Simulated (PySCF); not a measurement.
Job file and geometry (Å, from GFN2-xTB) of an NMR shielding run on SMILES CB1BSB(B(F)F)C1, C₂H₆B₄F₂S, GIAO PBE0/pcSseg-1 NMR shielding, non-relativistic, gas phase (PySCF 2.14.0, density-fitted response routines); density fitting, a coarse starting grid and PySCF grid level 2 are the driver's defaults:

```
$ OMP_NUM_THREADS=1 python probes_run.py task.json out

{"job": {"kind": "nmr", "xc": "PBE0", "basis": "pcSseg-1"}, "charge": 0, "multiplicity": 1}
C     -1.889977     0.458712     1.022931
B     -1.096743     0.070641    -0.282913
B     -0.821747     0.957225    -1.643198
S      0.968006     1.005881    -1.790914
B      1.269526    -0.222688    -0.479829
B      2.697041    -0.295620     0.377594
F      3.805657    -0.899430    -0.029361
F      2.848077     0.222679     1.592346
C     -0.010352    -1.098342    -0.191610
H     -2.787062     1.042806     0.829798
H     -2.168544    -0.403643     1.625688
H     -1.246386     1.073667     1.654471
H     -1.431707     1.578097    -2.422837
H     -0.153862    -1.802243    -1.013073
H      0.013659    -1.679753     0.728995
```

Problem. What does the program print?

Solution. 
```
coarse grid: 14032 points
cycle   1  E = -776.4776050625  dE =  1.077e+00  |g| = 7.141e-01  |ddm| = 3.725e+00
cycle   2  E = -776.4028106396  dE =  7.479e-02  |g| = 9.979e-01  |ddm| = 1.104e+00
cycle   3  E = -776.5761075637  dE = -1.733e-01  |g| = 7.099e-02  |ddm| = 6.607e-01
cycle   4  E = -776.5771125530  dE = -1.005e-03  |g| = 3.221e-02  |ddm| = 1.015e-01
cycle   5  E = -776.5773645987  dE = -2.520e-04  |g| = 6.671e-03  |ddm| = 3.693e-02
cycle   6  E = -776.5773780009  dE = -1.340e-05  |g| = 2.408e-03  |ddm| = 1.178e-02
cycle   7  E = -776.5773796732  dE = -1.672e-06  |g| = 4.485e-04  |ddm| = 3.396e-03
final grid: 134440 points
cycle   8  E = -776.6337904636  dE = -6.250e-05  |g| = 9.578e-03  |ddm| = 3.350e-02
cycle   9  E = -776.6337694710  dE =  2.099e-05  |g| = 1.274e-02  |ddm| = 2.264e-02
cycle  10  E = -776.6338140856  dE = -4.461e-05  |g| = 9.470e-04  |ddm| = 1.539e-02
cycle  11  E = -776.6338143493  dE = -2.637e-07  |g| = 2.590e-04  |ddm| = 1.581e-03
cycle  12  E = -776.6338143643  dE = -1.493e-08  |g| = 7.220e-05  |ddm| = 2.696e-04
cycle  13  E = -776.6338143655  dE = -1.193e-09  |g| = 2.893e-05  |ddm| = 1.020e-04
cycle  14  E = -776.6338143656  dE = -1.564e-10  |g| = 6.188e-06  |ddm| = 2.739e-05
converged SCF energy = -776.6338143656

GIAO shielding tensors (ppm)
atom      isotropic    diamagn.    paramagn.     s11        s22        s33       span
  0 C      172.937     252.179     -79.242    151.727    177.588    189.496     37.769
  1 B       13.897     191.467    -177.570    -38.541    -26.757    106.990    145.531
  2 B       14.083     197.906    -183.823    -72.654    -21.600    136.503    209.157
  3 S      204.354    1059.345    -854.991   -157.136    -17.784    787.981    945.118
  4 B       23.324     199.100    -175.776    -38.928    -19.586    128.487    167.416
  5 B       69.770     193.064    -123.294     34.281     82.682     92.346     58.065
  6 F      215.043     464.435    -249.392     19.311    262.691    363.128    343.817
  7 F      217.125     469.508    -252.383     26.031    264.781    360.564    334.533
  8 C      126.563     256.553    -129.990     83.847    143.276    152.566     68.718
  9 H       30.164      29.388       0.775     25.818     28.091     36.582     10.764
 10 H       30.351      30.741      -0.390     26.148     30.097     34.808      8.660
 11 H       31.233      31.188       0.045     27.699     29.821     36.181      8.482
 12 H       22.753      30.217      -7.464     15.731     25.575     26.952     11.221
 13 H       29.011      31.018      -2.007     25.612     26.860     34.561      8.949
 14 H       28.649      33.780      -5.131     26.397     28.759     30.793      4.396
```

Size and cost of the density-fitted run: 190 basis functions, 33 s wall time on 1 thread of an Arm Neoverse V1, shared host; peak memory 0.84 GiB.
